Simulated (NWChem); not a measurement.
System: BH₂OCl; SMILES ClBO

```xyz
5

B     -0.5698     0.5776     0.0000
H     -1.7670     0.7498     0.0000
Cl     0.0859    -1.0750     0.0000
O      0.2455     1.6534     0.0000
H      1.1918     1.4099     0.0000
```
Atoms are numbered in this order, from 1.

All runs: NWChem. Structure relaxed at the PBE-D3(BJ)/def2-SVP level. Level PBE/def2-SVP: energy and gradient on several grids; changes count from the extra-fine grid, which is no exact limit either.

```tsv
grid	size of the energy change (μHa)	largest change of a gradient component (μHa/bohr)
xcoarse	400	1000
coarse	< 10	100
medium	< 10	< 30
fine	< 10	< 30
xfine	< 10	< 30
```
